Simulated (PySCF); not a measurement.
How the method changes the constants of InP

State: ³Σ⁻ (triplet), unpaired electrons π ↑↑. Set-up: PySCF, scalar-relativistic core potentials, basis sets In def2-SVPD with ECP28, P def2-SVPD. De refers to In + P in their high-spin ground configurations, without counterpoise correction. The functionals are run spin-unrestricted. A positive dipole means In(−)P(+).

```csv
Level,Re (Å),ωe (cm⁻¹),De (eV),μ (D)
UHF,2.684,257,0.84,-2.11
UHF-MP2,2.675,257,1.49,n/a
UHF-SCS-MP2,2.687,253,1.47,n/a
UHF-CCSD,2.689,251,1.45,n/a
UHF-CCSD(T),2.694,248,1.53,n/a
PBE,2.693,248,2.14,-1.97
revPBE,2.712,242,1.99,-2.11
r²SCAN,2.668,256,1.96,-1.94
M06-L,2.692,249,2.14,-2.33
PBE0,2.666,258,1.99,-2.02
B97-3,2.697,250,2.06,-2.26
```

Task: Which functional lies closest to UHF-CCSD(T) in De, which farthest, and by how much do they differ from it?

Result: Closest is r²SCAN (-2.6 pm in Re, +3.2 % in ωe, +0.43 eV in De against UHF-CCSD(T) in the same basis), farthest PBE (-0.1 pm in Re, +0.0 % in ωe, +0.61 eV in De). CCSD(T) converges more slowly with the basis than the functionals do and binds too weakly in this one, so the order can change at the basis-set limit.

Task: What does a quarter of exact exchange do here, going from PBE to PBE0?

Result: PBE0 less PBE: -2.7 pm in Re, +4.0 % in ωe, -0.15 eV in De. Exact exchange removes part of the self-interaction that spreads semilocal densities, and in most molecules shortens and stiffens the bond and lowers De; so it does here.

Task: What does the step from GGA to meta-GGA do here, going from PBE to r²SCAN?

Result: r²SCAN less PBE: -2.5 pm in Re, +3.2 % in ωe, -0.18 eV in De. 

Correlated steps freeze 9 core orbitals. Correlated levels converge slowly with the basis: in double zeta they bind strong bonds too weakly, by up to about 1 eV, and carry superposition errors of some tenths. Spin–orbit coupling is left out, which matters for elements this heavy, above all for dissociation energies. The state was picked by a PBE0 search and need not be the measured ground state.

The whole job (state search and all levels along the bond) took about 3.9 min on 1 thread of Oxide Virtual Turin-like (shared host), peak memory 0.74 GiB.
